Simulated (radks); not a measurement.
Question: Species: the fluorine ion F4+. Configuration: [He] 2s2 2p1. Method: Dirac Kohn-Sham, Wu-Cohen GGA, spin-unpolarised, spherical densities, point nucleus; open shells fill j = l - 1/2 first; computed with a radial shooting solver on a logarithmic mesh with Libxc functionals. Some entries of the table are withheld. Estimate them.

orbital  occ.  eigenvalue (eV)  <r^2> (bohr^2)
1s1/2       2              (1)         0.04174
2s1/2       2              (2)             (3)
2p1/2       1              (4)          0.7293
2p3/2       0              (5)          0.7310
3s1/2       0         -38.8139           5.528

Answer: 
(1) 1s1/2 eigenvalue (eV): -776.1723
(2) 2s1/2 eigenvalue (eV): -116.5393
(3) 2s1/2 <r^2> (bohr^2): 0.8284
(4) 2p1/2 eigenvalue (eV): -99.3209
(5) 2p3/2 eigenvalue (eV): -99.2039
